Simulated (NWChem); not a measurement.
## Atomisation of C2H4NO

```
N
C 1 1.3611
O 2 1.2396 1 121.47
H 2 1.1209 3 122.90 1 171.86
C 1 1.4266 2 120.63 4 156.55
H 5 1.1122 1 114.30 2 -10.76
H 5 1.1145 6 109.56 1 -124.34
H 5 1.1158 6 109.87 7 -114.20
```
Charge 0, spin multiplicity 2.

All runs are NWChem calculations. All single points use one geometry, from UPBE/def2-SVP, a minimum by its harmonic frequencies. It is one conformer; others weren't searched.

Basis set: def2-TZVP. The atomisation energy is electronic alone: no zero-point, thermal, spin-orbit or counterpoise terms. No value is extrapolated to the basis-set limit. Free atoms are single determinants with multiplicities C 3, N 4, O 3, H 2. Correlated methods freeze the same cores in atoms and molecule, 4 orbitals in all.

Relative cost: rough, from shared machines, SCF included, LDA (SVWN5) = 1. Costs are the molecule's.

B3LYP has NWChem's definition, with VWN1-RPA local correlation. GW and range-separated runs recompute their integrals, the others keep them in memory, which bears on the times. The structure started from a generated list of species. No SCF solution was tested for a lower state. Open-shell Hartree-Fock references start from PBE0 orbitals; any time given for them includes that run.

```json
[
 {"method": "PBE", "atomisation energy (kcal/mol)": "773.7", "relative cost": "under 3", "remark": "-"},
 {"method": "LDA (SVWN5)", "atomisation energy (kcal/mol)": "(withheld)", "relative cost": "1", "remark": "-"},
 {"method": "CAM-B3LYP", "atomisation energy (kcal/mol)": "745.3", "relative cost": "10", "remark": "-"},
 {"method": "B3LYP", "atomisation energy (kcal/mol)": "742.4", "relative cost": "under 3", "remark": "-"},
 {"method": "TPSS", "atomisation energy (kcal/mol)": "750.6", "relative cost": "under 3", "remark": "-"},
 {"method": "MP2", "atomisation energy (kcal/mol)": "712.9", "relative cost": "7", "remark": "spin-contaminated"},
 {"method": "PBE0", "atomisation energy (kcal/mol)": "746.1", "relative cost": "under 3", "remark": "-"},
 {"method": "LC-wPBE (omega 0.3 per bohr)", "atomisation energy (kcal/mol)": "(withheld)", "relative cost": "10", "remark": "-"},
 {"method": "HF", "atomisation energy (kcal/mol)": "(withheld)", "relative cost": "6", "remark": "spin-contaminated"}
]
```

Problem. Some entries are withheld; supply them.

Solution. 
- LDA (SVWN5), atomisation energy (kcal/mol): 874.5
- LC-wPBE (omega 0.3 per bohr), atomisation energy (kcal/mol): 755.9
- HF, atomisation energy (kcal/mol): 504.3
